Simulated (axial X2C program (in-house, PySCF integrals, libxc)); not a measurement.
Spin–orbit effects down a group: molecules with Si, MP2

Calculated with an axial X2C code built on PySCF integrals, spin-free (one-electron X2C) or two-component (2c: spin–orbit coupling with atomic mean-field Coulomb and Gaunt terms, which also bring small scalar terms), in Dyall basis sets with cores contracted in-house; open shells are unrestricted.

Basis sets: Br dyall-cv3z, Cl dyall-av3z, I dyall-cv3z, Si dyall-v3z. Frozen shells (counts by l): SiCl Cl 2s1p, Si 2s1p, 11 electrons correlated; SiBr Br 3s2p1d, Si 2s1p, 11 electrons correlated; SiI I 4s3p2d, Si 2s1p, 11 electrons correlated. Where the outer core of a metal is frozen, bonds come out longer and ionisation energies lower.

```tsv
molecule	spin-free state	Re (Å)	ωe (cm⁻¹)	De (eV)	2c state	Re 2c (Å)	ωe 2c (cm⁻¹)	De 2c (eV)
SiCl	M_S = 1/2, Λ = 1	2.081	529.9	4.34	Ω = 1/2	2.082	530.0	4.32
SiBr	M_S = 1/2, Λ = 1	2.233	427.0	3.72	Ω = 1/2	2.233	427.5	3.61
SiI	M_S = 1/2, Λ = 1	2.451	365.2	3.10	Ω = 1/2	2.451	365.5	2.88
```

Each entry is the lowest single determinant of a limited PBE0 search at one distance. De goes to single-determinant-based atoms at the same level (for ions the charge split of lowest energy) and is withheld (n/a) where an atom does not fit its ground term or J level. Main or longest-lived isotopes. Some light 2c atoms are not at their ground J level, so De misses part of their lowering (0.04 eV or less).
